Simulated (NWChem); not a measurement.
System: CH$_{6}$Ti; SMILES [TiH3][CH3]

Here is an NWChem input.

```
start job
memory heap 200 mb stack 900 mb global 1100 mb
geometry units angstroms noautoz
  Ti    -0.000014     0.000040    -0.503870
  C     -0.000011     0.000022     1.503022
  H     -0.311353     0.999116     1.858082
  H      1.020950    -0.229958     1.857912
  H     -0.709604    -0.769234     1.857880
  H     -0.476922     1.536490    -1.042179
  H      1.569076    -0.355204    -1.042059
  H     -1.092155    -1.181286    -1.042004
end
basis spherical
  * library def2-svpd
end
dft
  xc xpbe96 cpbe96
  iterations 150
end
task dft gradient
```

Parts of the log:

```
             Northwest Computational Chemistry Package (NWChem) 7.3.0
             --------------------------------------------------------

 C3  symmetry detected

                             Geometry "geometry" -> ""
                             -------------------------

 Output coordinates in angstroms (scale by  1.889725989 to convert to a.u.)

  No.       Tag          Charge          X              Y              Z
 ---- ---------------- ---------- -------------- -------------- --------------
    1 Ti                  22.0000     0.00000000     0.00000000    -0.51506482
    2 C                    6.0000     0.00000000     0.00000000     1.49182718
    3 H                    1.0000    -0.41243349     0.96182945     1.84676318
    4 H                    1.0000     1.03918549    -0.12373685     1.84676318
    5 H                    1.0000    -0.62675200    -0.83809261     1.84676318
    6 H                    1.0000    -0.63238494     1.47929403    -1.05327549
    7 H                    1.0000     1.59729868    -0.19198559    -1.05327549
    8 H                    1.0000    -0.96491374    -1.28730844    -1.05327549

 Effective nuclear repulsion energy (a.u.)      83.5345931117

      Symmetry information
      --------------------

 Group name             C3
 Group number              5
 Group order               3
 No. of unique centers     4

  pbe96 is a nonlocal functional; adding pw91lda local functional.

                                 NWChem DFT Module
                                 -----------------

 Summary of "ao basis" -> "ao basis" (spherical)
 ------------------------------------------------------------------------------
       Tag                 Description            Shells   Functions and Types
 ---------------- ------------------------------  ------  ---------------------
 Ti                        def2-svpd                12       34   5s4p2d1f
 C                         def2-svpd                 8       20   4s2p2d
 H                         def2-svpd                 4        8   2s2p

      Symmetry analysis of basis
      --------------------------

        a          38
        e+         32
        e-         32

  Rotation of axis

            General Information
            -------------------
          SCF calculation type: DFT
          Wavefunction type:  closed shell.
          No. of atoms     :     8
          No. of electrons :    34
           Alpha electrons :    17
            Beta electrons :    17
          Charge           :     0
          Spin multiplicity:     1
          Use of symmetry is: on ; symmetry adaption is: on
          Maximum number of iterations: 150
          AO basis - number of functions:   102
                     number of shells:    44
          Convergence on energy requested:  1.00D-06
          Convergence on density requested:  1.00D-05
          Convergence on gradient requested:  5.00D-04

              XC Information
              --------------
          PerdewBurkeErnzerhof Exchange Functional  1.000
            Perdew 1991 LDA Correlation Functional  1.000 local
           PerdewBurkeErnz. Correlation Functional  1.000 non-local

             Grid Information
             ----------------
          Grid used for XC integration:  medium
          Radial quadrature: Mura-Knowles
          Angular quadrature: Lebedev.
          Tag              B.-S. Rad. Rad. Pts. Rad. Cut. Ang. Pts.
          ---              ---------- --------- --------- ---------
          Ti                  1.40      112          10.0       590
          C                   0.70       49          11.0       434
          H                   0.35       45          11.0       434
          Grid pruning is: on
          Number of quadrature shells:   251
          Spatial weights used:  Erf1

      Superposition of Atomic Density Guess
      -------------------------------------

 Sum of atomic energies:        -888.87948021

      Non-variational initial energy
      ------------------------------

 Total energy =    -889.204311
 1-e energy   =   -1381.336716
 2-e energy   =     408.597811
 HOMO         =      -0.308531
 LUMO         =       0.010728

      Symmetry analysis of molecular orbitals - initial
      -------------------------------------------------

  Numbering of irreducible representations:

     1 a           2 e+          3 e-

  Orbital symmetries:

     1 a           2 a           3 a           4 e+          5 e+
     6 a           7 a           8 a           9 e+         10 e+
    11 a          12 e+         13 e+         14 a          15 e+
    16 e+         17 a          18 e+         19 e+         20 a
    21 e+         22 e+         23 a          24 a          25 e+
    26 e+         27 a

   convergence    iter        energy       DeltaE   RMS-Dens  Diis-err
 ---------------- ----- ----------------- --------- --------- ---------
 d= 0,ls=0.0,diis     1   -890.2893520976 -9.74D+02  4.76D-02  1.38D+00
 d= 0,ls=0.0,diis     2   -872.2627070443  1.80D+01  3.35D-02  9.82D+01
 d= 0,ls=0.0,diis     3   -889.0774056585 -1.68D+01  9.02D-03  1.23D+01
 d= 0,ls=0.0,diis     4   -889.2669204396 -1.90D-01  3.00D-03  1.23D+01
 d= 0,ls=0.0,diis     5   -889.3892356468 -1.22D-01  1.73D-03  1.09D+01
 d= 0,ls=0.0,diis     6   -889.6105148468 -2.21D-01  5.83D-03  8.70D+00
 d= 0,ls=0.0,diis     7   -890.2821630659 -6.72D-01  5.17D-03  2.82D+00
 d= 0,ls=0.0,diis     8   -890.5986369225 -3.16D-01  3.23D-03  3.81D-01
 d= 0,ls=0.0,diis     9   -890.6509380734 -5.23D-02  8.76D-04  1.64D-02
  Resetting Diis
 d= 0,ls=0.0,diis    10   -890.6536211400 -2.68D-03  6.44D-05  6.15D-05
 d= 0,ls=0.0,diis    11   -890.6536302215 -9.08D-06  3.50D-05  1.74D-06
 d= 0,ls=0.0,diis    12   -890.6536289333  1.29D-06  2.60D-05  1.02D-05
 d= 0,ls=0.0,diis    13   -890.6536302582 -1.32D-06  1.28D-05  1.92D-06
 d= 0,ls=0.0,diis    14   -890.6536305132 -2.55D-07  4.23D-06  3.59D-07

         Total DFT energy =     -890.653630513169
      One electron energy =    -1383.601585042903
           Coulomb energy =      458.713257436032
    Exchange-Corr. energy =      -49.299896018036
 Nuclear repulsion energy =       83.534593111738

 Numeric. integr. density =       33.999981529046

                  Occupations of the irreducible representations
                  ----------------------------------------------

                     irrep           alpha         beta
                     --------     --------     --------
                     a                 9.0          9.0
                     e+                8.0          8.0
                     e-                0.0          0.0

                       DFT Final Molecular Orbital Analysis
                       ------------------------------------

 Vector   15  Occ=2.000000D+00  E=-2.583961D-01  Symmetry=e+
              MO Center= -1.3D-01, -5.6D-01, -8.9D-01, r^2= 2.3D+00
   Bfn.  Coefficient  Atom+Function         Bfn.  Coefficient  Atom+Function
  ----- ------------  ---------------      ----- ------------  ---------------
    95      0.353235  8 H  s                 18      0.302403  1 Ti d -2
    87     -0.240758  7 H  s                 12     -0.200944  1 Ti px
    13     -0.176633  1 Ti py                21     -0.173508  1 Ti d  1
    72     -0.166312  5 H  s                 22     -0.161701  1 Ti d  2
    19      0.152473  1 Ti d -1              96      0.152585  8 H  s

 Vector   16  Occ=2.000000D+00  E=-2.583961D-01  Symmetry=e+
              MO Center=  1.3D-01,  5.6D-01, -8.9D-01, r^2= 2.3D+00
   Bfn.  Coefficient  Atom+Function         Bfn.  Coefficient  Atom+Function
  ----- ------------  ---------------      ----- ------------  ---------------
    79      0.342942  6 H  s                 22     -0.302403  1 Ti d  2
    87     -0.268879  7 H  s                 13      0.200944  1 Ti py
    12     -0.176633  1 Ti px                19     -0.173508  1 Ti d -1
    18     -0.161701  1 Ti d -2              56     -0.161475  3 H  s
    21     -0.152473  1 Ti d  1              80      0.148148  6 H  s

 Vector   17  Occ=2.000000D+00  E=-2.576975D-01  Symmetry=a
              MO Center= -5.0D-10,  5.7D-10,  6.6D-01, r^2= 2.0D+00
   Bfn.  Coefficient  Atom+Function         Bfn.  Coefficient  Atom+Function
  ----- ------------  ---------------      ----- ------------  ---------------
    41     -0.444238  2 C  pz                20      0.428610  1 Ti d  0
    44     -0.286102  2 C  pz                11     -0.176668  1 Ti pz
    25      0.171983  1 Ti d  0              38     -0.146938  2 C  s
    37      0.142725  2 C  s                 36      0.100650  2 C  s
    55     -0.088884  3 H  s                 63     -0.088884  4 H  s

 Vector   18  Occ=0.000000D+00  E=-1.370492D-01  Symmetry=e+
              MO Center= -4.2D-04,  3.7D-02, -5.3D-01, r^2= 1.2D+00
   Bfn.  Coefficient  Atom+Function         Bfn.  Coefficient  Atom+Function
  ----- ------------  ---------------      ----- ------------  ---------------
    21      0.491383  1 Ti d  1              18      0.402566  1 Ti d -2
    19     -0.335776  1 Ti d -1              22     -0.282791  1 Ti d  2
    26      0.197429  1 Ti d  1              23      0.160849  1 Ti d -2
    24     -0.134918  1 Ti d -1              27     -0.112987  1 Ti d  2
    71     -0.074457  5 H  s                 63      0.059267  4 H  s

 Vector   19  Occ=0.000000D+00  E=-1.370492D-01  Symmetry=e+
              MO Center=  4.2D-04, -3.7D-02, -5.3D-01, r^2= 1.2D+00
   Bfn.  Coefficient  Atom+Function         Bfn.  Coefficient  Atom+Function
  ----- ------------  ---------------      ----- ------------  ---------------
    19      0.491383  1 Ti d -1              22     -0.402566  1 Ti d  2
    21      0.335776  1 Ti d  1              18     -0.282791  1 Ti d -2
    24      0.197429  1 Ti d -1              27     -0.160849  1 Ti d  2
    26      0.134918  1 Ti d  1              23     -0.112987  1 Ti d -2
    55     -0.077206  3 H  s                 63      0.051758  4 H  s

 Vector   20  Occ=0.000000D+00  E=-9.485249D-02  Symmetry=e+
              MO Center= -5.0D-03,  3.6D-03, -4.3D-01, r^2= 3.0D+00
   Bfn.  Coefficient  Atom+Function         Bfn.  Coefficient  Atom+Function
  ----- ------------  ---------------      ----- ------------  ---------------
    21      0.433852  1 Ti d  1              22      0.390131  1 Ti d  2
    12     -0.303041  1 Ti px                15     -0.229886  1 Ti px
    18     -0.205527  1 Ti d -2               9      0.190331  1 Ti px
    26      0.159706  1 Ti d  1              87     -0.148806  7 H  s
    27      0.145424  1 Ti d  2              95      0.106681  8 H  s

     Multipole analysis of the density
     ---------------------------------

     L   x y z        total         alpha         beta         nuclear
     -   - - -        -----         -----         ----         -------
     0   0 0 0     -0.000000    -17.000000    -17.000000     34.000000

     1   1 0 0     -0.000000     -0.000000     -0.000000      0.000000
     1   0 1 0     -0.000000     -0.000000     -0.000000      0.000000
     1   0 0 1      0.536126      0.268063      0.268063      0.000000

     2   2 0 0    -22.418324    -21.074510    -21.074510     19.730695
     2   1 1 0     -0.000000     -0.000000     -0.000000      0.000000
     2   1 0 1     -0.000000     -0.000000     -0.000000      0.000000
     2   0 2 0    -22.418324    -21.074510    -21.074510     19.730695
     2   0 1 1      0.000000      0.000000      0.000000     -0.000000
     2   0 0 2    -21.036830    -68.993664    -68.993664    116.950497

            General Information
            -------------------
          SCF calculation type: DFT
          Wavefunction type:  closed shell.
          No. of atoms     :     8
          No. of electrons :    34
           Alpha electrons :    17
            Beta electrons :    17
          Charge           :     0
          Spin multiplicity:     1
          Use of symmetry is: on ; symmetry adaption is: on
          Maximum number of iterations: 150
          AO basis - number of functions:   102
                     number of shells:    44
          Convergence on energy requested:  1.00D-06
          Convergence on density requested:  1.00D-05
          Convergence on gradient requested:  5.00D-04

              XC Information
              --------------
          PerdewBurkeErnzerhof Exchange Functional  1.000
            Perdew 1991 LDA Correlation Functional  1.000 local
           PerdewBurkeErnz. Correlation Functional  1.000 non-local

             Grid Information
             ----------------
          Grid used for XC integration:  medium
          Radial quadrature: Mura-Knowles
          Angular quadrature: Lebedev.
          Tag              B.-S. Rad. Rad. Pts. Rad. Cut. Ang. Pts.
          ---              ---------- --------- --------- ---------
          Ti                  1.40      112          10.0       590
          C                   0.70       49          11.0       434
          H                   0.35       45          11.0       434
          Grid pruning is: on
          Number of quadrature shells:   251
          Spatial weights used:  Erf1

          Convergence Information
          -----------------------
          Convergence aids based upon iterative change in
          total energy or number of iterations.
          Levelshifting, if invoked, occurs when the
          HOMO/LUMO gap drops below (HL_TOL):  1.00D-02
          DIIS, if invoked, will attempt to extrapolate
          using up to (NFOCK): 10 stored Fock matrices.

                    Damping( 0%)  Levelshifting(0.5)       DIIS
                  --------------- ------------------- ---------------
          dE  on:    start            ASAP                start
          dE off:    2 iters        150 iters           150 iters

                            NWChem DFT Gradient Module
                            --------------------------

  charge          =   0.00
  wavefunction    = closed shell

  Rotation of axis
  Using symmetry

                         DFT ENERGY GRADIENTS

    atom               coordinates                        gradient
                 x          y          z           x          y          z
   1 Ti      0.000000   0.000000  -0.973331    0.000000   0.000000   0.001007
   2 C       0.000000   0.000000   2.819145    0.000000   0.000000   0.001050
   3 H      -0.779386   1.817594   3.489876    0.001661  -0.003879  -0.001459
   4 H       1.963776  -0.233829   3.489876   -0.004190   0.000501  -0.001459
   5 H      -1.184390  -1.583765   3.489876    0.002529   0.003378  -0.001459
   6 H      -1.195034   2.795460  -1.990402    0.001526  -0.003567   0.000774
   7 H       3.018457  -0.362800  -1.990402   -0.003852   0.000462   0.000774
   8 H      -1.823423  -2.432660  -1.990402    0.002326   0.003105   0.000774
```

Level: PBE/def2-SVPD. The geometry was optimised at PBE0/def2-SVP.
